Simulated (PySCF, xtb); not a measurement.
C4H7FO2, SMILES C[C@@]1([C@@H](O)[C@H]1O)F. Other conformers were not sampled.

Harmonic wavenumbers (cm⁻¹) from GFN2-xTB run with xtb 6.7.1 at its own minimum, in rising order: 137, 159, 177, 186, 225, 253, 338, 385, 534, 546, 641, 718, 856, 887, 968, 998, 1034, 1086, 1146, 1151, 1203, 1225, 1231, 1281, 1304, 1398, 1432, 1465, 1479, 3021, 3034, 3036, 3050, 3064, 3430, 3477.

Q: What does PySCF with PBE-D3(BJ)/def2-SVP give at its own minimum? (An estimate is asked for; the answer gives what the named calculation found.)

A: 173, 200, 209, 248, 276, 300, 349, 540, 563, 588, 671, 693, 807, 839, 929, 978, 1036, 1080, 1125, 1152, 1207, 1239, 1271, 1310, 1344, 1362, 1395, 1408, 1440, 2971, 3055, 3059, 3062, 3076, 3515, 3624. Paired by order, the mean absolute difference is 39 cm⁻¹ and the zero-point energies are 66.6 and 67.3 kcal/mol.
